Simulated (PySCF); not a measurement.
Nb(Me)5 (C5H15Nb), SMILES [CH3][Nb]([CH3])([CH3])([CH3])[CH3], multiplicity 1.

Geometry optimised at B3LYP-D3(BJ)/def2-SVP. The spin state was assumed, not searched. The def2 effective core potentials stand for the cores of Nb; spin–orbit coupling is left out.

Two levels are set side by side: PBE/def2-TZVP (PySCF) and M06-2X/def2-TZVP (PySCF). Same geometry, gas phase. Differences are taken from unrounded values.

| quantity | M06-2X |
|---|---|
| orbital gap (eV) | 7.40 |
| highest occupied level (eV) | -8.30 |
| lowest empty level (eV) | -0.90 |
| dipole moment (D) | 1.24 |

Q: What does PBE give, and how far is it from M06-2X? (The exact figures need the calculation; the answer reports its results.)

A: 
```tsv
quantity	PBE	PBE minus M06-2X
orbital gap (eV)	2.99	-4.41
highest occupied level (eV)	-5.93	2.36
lowest empty level (eV)	-2.95	-2.05
dipole moment (D)	1.06	-0.19
```

Without exact exchange PBE keeps part of each electron's self-repulsion, which lifts occupied levels and narrows the gap. Differences between two approximate levels are no errors against the true value.

Rough cost on one machine, each run with all the roots and properties that it gave: M06-2X against PBE within a factor of 2.
